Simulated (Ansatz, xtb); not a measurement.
**Relative energy of two isomers of C3H8Mg**

We compare I, `C[CH](C)[MgH]`, a singlet, with II, `C[CH2][Mg][CH3]`, a singlet. Both are isolated molecules in the gas phase, relaxed with r2SCAN-D4/def2-SVP.

**Question.** Which of the two would you expect CCSD(T)/def2-SVP + ΔMP2/def2-TZVPP electronic energies to favour?

**Answer.** Structure II; the calculation gives E(II) − E(I) = −0.386 eV.

How the difference moves with the method:

```
                             level            geometry  E(II) − E(I) (eV)  departure from the last row (eV)  job, with rough time for the two
                r2SCAN-D4/def2-SVP  r2SCAN-D4/def2-SVP              −0.331                            +0.055                optimisation, 52 s
                       HF/def2-SVP  r2SCAN-D4/def2-SVP              −0.274                            +0.112           part of the CCSD(T) run
                      MP2/def2-SVP  r2SCAN-D4/def2-SVP              −0.303                            +0.083           part of the CCSD(T) run
                  CCSD(T)/def2-SVP  r2SCAN-D4/def2-SVP              −0.260                            +0.126                      single point
CCSD(T)/def2-SVP + ΔMP2/def2-TZVPP  r2SCAN-D4/def2-SVP              −0.386                                                  single point, 27 s
```

As drawn, II has 1 C–Mg, 1 C–H in place of 1 C–C, 1 Mg–H.

The levels shown agree on the order. The largest departure from CCSD(T)/def2-SVP + ΔMP2/def2-TZVPP is that of CCSD(T)/def2-SVP, 0.126 eV. Levels run at GFN2-xTB geometries aren't shown. The last row adds to CCSD(T) the change of the MP2 difference between the two basis sets, here −0.126 eV.

With harmonic frequencies from r2SCAN-D4/def2-SVP (ideal gas, rigid rotor, one conformer each, 298.15 K, 1 atm): on the last row, ΔE + ΔZPE = −0.357 eV. A mode under 50 cm⁻¹ makes harmonic enthalpies and free energies unreliable, so none is given.

The correlated steps freeze 4 core orbitals; the last core shell of Mg is correlated, in a basis made for valence electrons. Run with Ansatz 0.2.0; the last row on 2 threads of Arm Neoverse V2 on a shared host.
